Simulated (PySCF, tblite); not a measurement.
Isomers of C5H11ClSi2. Calculated harmonic vibrations of the isolated species, GFN2-xTB (tblite), most abundant isotopes, no scaling. Errors from tens to a few hundred cm⁻¹ against measured bands are possible. Modes of hydrogen on silicon can be 10 to 20 % off. One conformer each.

Electronic energies: PBE0/pcSseg-1 single points on the GFN2-xTB geometries (PySCF, gas phase).

| SMILES | electronic energy, lowest = 0 (kcal/mol) |
| --- | --- |
| C=C=C(C)[Si@@H](Cl)[SiH2]C | 2.1 |
| C=C=C([SiH3])[Si@@H](Cl)CC | 0.0 |
| CC1=C[SiH2][Si@H]1CCCl | 19.6 |
| [SiH3]C1=C[SiH2]C[C@@H]1CCl | 16.5 |
| [SiH3]C1=C[SiH2][C@H]1CCCl | 35.5 |

**Question.** How do GFN2-xTB zero-point energies change the relative energies?

**Answer.** 
```
                     SMILES  ZPE (kcal/mol)  of it from modes above 1550 cm⁻¹  electronic (kcal/mol)  with ZPE, lowest = 0 (kcal/mol)  lowest mode (cm⁻¹)  rings
 C=C=C([SiH3])[Si@@H](Cl)CC            84.4                              46.1                    0.0                              0.0                  16      0
 C=C=C(C)[Si@@H](Cl)[SiH2]C            85.2                              47.0                    2.1                              2.9                  16      0
[SiH3]C1=C[SiH2]C[C@@H]1CCl            85.0                              44.0                   16.5                             17.1                  25      1
     CC1=C[SiH2][Si@H]1CCCl            87.0                              45.8                   19.6                             22.3                  26      1
 [SiH3]C1=C[SiH2][C@H]1CCCl            84.4                              43.9                   35.5                             35.5                  36      1
```

The zero-point energies span 2.6 kcal/mol, from `C=C=C([SiH3])[Si@@H](Cl)CC` to `CC1=C[SiH2][Si@H]1CCCl`. The order is unchanged.

**Question.** And how do the electronic energies of GFN2-xTB itself compare?

**Answer.** `C=C=C([SiH3])[Si@@H](Cl)CC` 0.1; `C=C=C(C)[Si@@H](Cl)[SiH2]C` 4.9; `[SiH3]C1=C[SiH2]C[C@@H]1CCl` 0.0; `CC1=C[SiH2][Si@H]1CCCl` 28.6; `[SiH3]C1=C[SiH2][C@H]1CCCl` 19.0 kcal/mol, lowest = 0. Against the energies above, taken from the same isomer `C=C=C([SiH3])[Si@@H](Cl)CC`, the largest difference is 16.6 kcal/mol.

**Question.** What do entropy and thermal enthalpy add at 298.15 K and 1 bar (rigid rotor, harmonic oscillator, one conformer each)?

**Answer.** 
```tsv
SMILES	point group	symmetry number	S (cal/(mol K))	H − H(0) (kcal/mol)	ZPE + H − H(0) − TS (kcal/mol)
[SiH3]C1=C[SiH2]C[C@@H]1CCl	C1	1	104.6	7.43	61.3
CC1=C[SiH2][Si@H]1CCCl	C1	1	108.3	7.93	62.7
[SiH3]C1=C[SiH2][C@H]1CCCl	C1	1	106.3	7.68	60.4
```

Not tabulated: `C=C=C([SiH3])[Si@@H](Cl)CC` (lowest mode only 16 cm⁻¹); `C=C=C(C)[Si@@H](Cl)[SiH2]C` (lowest mode only 16 cm⁻¹).
